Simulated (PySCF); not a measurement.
C2H6N2OSi, SMILES N[Si@@H]1COC=N1. The structure is a stationary point at PBE-D3(BJ)/def2-SVP. The structure was generated by enumeration; whether it is a known compound was not checked. One conformer was computed; it need not be the lowest.

Computed equilibrium geometry at PBE-D3(BJ)/def2-SVP (PySCF confirms it by a frequency run) as bond lengths and angles (one conformer of several):
Atoms: N1 Si2 C3 O4 C5 N6 H7 H8 H9 H10 H11 H12. Bonds (Å): N1–Si2 1.734, N1–H7 1.024, N1–H8 1.023, Si2–C3 1.927, Si2–N6 1.781, Si2–H9 1.499, C3–O4 1.454, C3–H10 1.110, C3–H11 1.110, O4–C5 1.369, C5–N6 1.280, C5–H12 1.110. Angles (°): Si2–N1–H7 119.4, Si2–N1–H8 118.4, H7–N1–H8 110.2, N1–Si2–C3 113.0, N1–Si2–N6 118.4, N1–Si2–H9 105.7, C3–Si2–N6 91.6, C3–Si2–H9 116.2, N6–Si2–H9 112.1, Si2–C3–O4 103.9, Si2–C3–H10 114.5, Si2–C3–H11 114.2, O4–C3–H10 108.0, O4–C3–H11 108.2, H10–C3–H11 107.7, C3–O4–C5 111.4, O4–C5–N6 125.5, O4–C5–H12 109.5, N6–C5–H12 125.0, Si2–N6–C5 107.6.
Charge 0, spin multiplicity 1.
